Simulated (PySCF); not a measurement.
Compound: C₆H₁₀NO (doublet state).
Structure used (GFN2-xTB), in Å, numbered top down from 1:
```xyz
18
C6H10NO angstrom
C      2.5354    0.3333    0.7571
C      2.1044   -0.2195   -0.3318
C      1.0144   -1.0165   -0.8698
C     -0.1496   -1.1143    0.1322
O     -0.3469   -2.1390    0.7538
N     -0.8931    0.0001    0.2970
C     -0.7220    1.2213   -0.4526
C     -2.0358   -0.0434    1.1827
H      2.0097    0.2966    1.7140
H      3.4740    0.8675    0.7890
H      0.6550   -0.6093   -1.8186
H      1.3691   -2.0362   -1.0418
H     -1.2530    1.1795   -1.4098
H     -1.1317    2.0459    0.1302
H      0.3323    1.4219   -0.6316
H     -2.9596    0.1240    0.6237
H     -1.9439    0.7211    1.9572
H     -2.0672   -1.0268    1.6475
```

The hyperfine couplings belong to this conformer and change with its torsions.

Identity: `C=[C]CC(=O)N(C)C` [radical].

Theory: UKS B3LYP, pcH-1 on C H N O, non-relativistic, mean-field spin-orbit, GIAO (PySCF). The structure is a single GFN2-xTB conformer in the gas phase; no vibrational or solvent corrections. Couplings are sensitive to structure, and on GFN2-xTB geometries they can be far from those on DFT ones. No stability test was run, so a lower SCF solution isn't excluded.

Principal values of hyperfine tensors in MHz (contact and dipolar terms together), for some of the nuclei:

| atom | isotope | A1 | A2 | A3 |
| --- | --- | --- | --- | --- |
| C2 | 13C | 189.95 | 209.98 | 409.69 |
| H9 | 1H | 170.78 | 173.47 | 181.48 |
| H10 | 1H | 109.05 | 110.20 | 126.88 |
| C4 | 13C | 65.23 | 65.77 | 83.95 |
| H11 | 1H | 44.02 | 45.38 | 62.76 |
| H12 | 1H | 6.13 | 8.25 | 23.38 |
| C3 | 13C | -1.32 | -0.34 | 13.96 |
| O5 | 17O | -15.27 | 0.99 | 4.31 |

(1) Give the isotropic coupling of each nucleus in MHz and in mT (g = 2.0022), and the anisotropic part.

(2) What spin density at the nucleus of C4 lies behind its contact coupling (g_N = 1.40482)?

(3) C1 (13C, g_N = 1.40482) isn't in the table. Its spin density at the nucleus is -0.004703 bohr⁻³. What is its contact coupling?

(4) Which nucleus of the table has the largest anisotropic coupling, and what is its form?

(5) What first-order splitting does H9 cause when the field lies along A1, A2 or A3 of its tensor (g taken as isotropic, no quadrupole term)?

## Answers

(1) a_iso = (A1 + A2 + A3)/3, Ti = Ai − a_iso; 1 mT corresponds to 28.024 MHz.

```
atom  a_iso (MHz)  a_iso (mT)      T1      T2      T3
  C2       269.87       9.630  -79.92  -59.89  139.82
  H9       175.24       6.253   -4.46   -1.77    6.24
 H10       115.38       4.117   -6.33   -5.18   11.50
  C4        71.65       2.557   -6.42   -5.88   12.30
 H11        50.72       1.810   -6.70   -5.34   12.04
 H12        12.59       0.449   -6.46   -4.34   10.80
  C3         4.10       0.146   -5.42   -4.44    9.86
  O5        -3.32      -0.118  -11.95    4.31    7.64
```

(2) a_FC = 800.24 MHz bohr³ × g_N × ρ(0)/(2S). With a_FC = 71.65 MHz and 2S = 1, ρ(0) = 0.06373 bohr⁻³.

(3) By the same relation, a_FC = -5.29 MHz. Its full tensor has the principal values -22.70, -3.32, 10.16 MHz.

(4) C2: -79.9, -59.9, 139.8 MHz, rhombic: the two smaller values differ by 14 % of the largest.

(5) 2 lines (I = 1/2), spaced by |A_i|/(g × 13.996): 6.09, 6.19, 6.48 mT along the axes of A1, A2 and A3.

Hardware: one thread of an Arm Neoverse V1, shared host. Cost: 91 s of wall time (grids of density and orbitals included), 1.1 GiB resident at most.
